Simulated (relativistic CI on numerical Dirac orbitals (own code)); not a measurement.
# Nb XVII: sensitivity of the levels to the model

Base calculation: Dirac-Coulomb-Breit CI, orbitals from a KLI potential per configuration, model QED (radiative potential, 1s self-energy scaled to tabulated hydrogen-like ionisation energies), unscaled Slater integrals.

Configuration list (outside the closed core [Ne]): 3s2.3p6.3d7, 3s2.3p5.3d8, 3s2.3p4.3d9, 3s.3p6.3d8, 3p6.3d9, 3s2.3p6.3d6.4s, 3s2.3p6.3d6.4p, 3s.3p5.3d9, 3s2.3p6.3d6.4d, 3s2.3p6.3d5.4s2, 3s2.3p6.3d6.4f, 3s2.3p5.3d7.4s, 3s2.3p6.3d5.4s.4p, 3s2.3p4.3d8.4s, 3s2.3p6.3d6.5s, 3s2.3p6.3d5.4p2, 3s2.3p5.3d7.4p, 3s2.3p4.3d8.4p, 3s2.3p6.3d6.5p, 3s2.3p6.3d5.4s.4d, 3s2.3p6.3d6.5d, 3s2.3p6.3d5.4p.4d, 3s2.3p4.3d8.4d, 3s.3p5.3d8.4s, 3s2.3p6.3d6.5f, 3s2.3p5.3d6.4s2, 3s2.3p6.3d6.5g, 3s.3p6.3d7.4s, 3s2.3p6.3d6.6s, 3s.3p5.3d8.4p, 3s2.3p6.3d6.6p, 3s2.3p6.3d6.6d, 3s.3p6.3d7.4p, 3p6.3d8.4s. Levels of other configurations are missing.

Variants: (1) configuration mixing switched off; (2) Breit term removed. Shifts of the energy above 3s2.3p6.3d7 4F_9/2, in cm⁻¹, for the lowest level and the first level of each name with at least 55 % of one term (blank where a level changes its place among those of its configuration and J or its character, or is not in the variant):

```tsv
Level	Base	Δ(1)	Δ(2)
3s2.3p6.3d7 4F_9/2	0.0	0.0	0.0
3s2.3p6.3d7 4F_7/2	18567.1	-31.3	+412.6
3s2.3p6.3d7 4F_5/2	27366.6	+540.5	+284.7
3s2.3p6.3d7 4F_3/2	32269.0	+1067.3	+16.8
3s2.3p6.3d7 4P_5/2	57976.5	+3803.2	-274.5
3s2.3p6.3d7 2G_9/2	60995.2	+65.1	+532.4
3s2.3p6.3d7 4P_1/2	66601.9	+4836.9	+4.1
3s2.3p6.3d7 2G_7/2	77249.5	+763.6	+1003.8
3s2.3p6.3d7 2H_11/2	84239.2	-2388.5	+1391.8
3s2.3p6.3d7 2D_5/2	86678.2	+6455.9	+459.4
3s2.3p6.3d7 2P_1/2	94286.9	+7557.9	+987.2
3s2.3p6.3d7 2H_9/2	103119.0	-1836.5	+1892.3
3s2.3p6.3d7 2D_3/2	116508.8	+6486.6	+1567.1
3s2.3p6.3d7 2F_5/2	128167.5	+4372.9	-77.5
```

At this charge energies of transitions that change n are usually good to better than 1 %, and those within a shell (Δn = 0) to a few per cent. Terms inside the open d or f shell come out 10 to 20 % too wide with unscaled integrals.

Ionisation energy from the two ground configurations alone: base 636.016 eV; Breit term removed 636.147 eV. The NIST ASD value (theoretical) is 636 eV.

LS names give the leading component of a level, which can be under half, so a name can repeat, a term be missing and a line seem to break the LS rules.
